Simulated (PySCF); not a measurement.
A species of formula C4H6F3NSi has this rotational fingerprint, computed with PBE0/def2-SVPD in PySCF (dipole) on a GFN2-xTB geometry, gas phase:

| Quantity | Value |
| --- | --- |
| Rotational constants | A = 3171, B = 600.4, C = 590.4 MHz |
| Dipole components | \|μa\| = 2.97 D, \|μb\| = 0.31 D, \|μc\| = 0.47 D |
| Inertial defect | -145.04 u·Å² |
| κ | -0.99 |

Problem. Which structure is it? (One computed conformer of each.)
A. `[CH2:1]=[CH:2][Si@@H:3]([N:4]=[CH2:5])[C:6]([F:7])([F:8])[F:9]` with C1–C2–Si3–N4 38°, C2–Si3–N4–C5 -122°
B. `[CH:1]#[C:2][CH2:3][NH:4][SiH2:5][C:6]([F:7])([F:8])[F:9]` with C2–C3–N4–Si5 -86°, C3–N4–Si5–C6 -173°

Solution. B. It is C#CCN[SiH2]C(F)(F)F, a near-prolate asymmetric top, point group C1. The candidates at the same level (rigid rotor, commonest isotopes):

```
                 SMILES  A (MHz)  B (MHz)  C (MHz)  μa (D)  μb (D)  μc (D)  Δ (u·Å²)  point group                        rotor
    C#CCN[SiH2]C(F)(F)F     3171    600.4    590.4    2.97    0.31    0.47   -145.04           C1  near-prolate asymmetric top
C=C[Si@@H](N=C)C(F)(F)F     1737     1076    793.3    3.78    0.94    1.20   -123.84           C1               asymmetric top
```

`C=C[Si@@H](N=C)C(F)(F)F` has B 79 % too high. No structure here is proved a minimum.
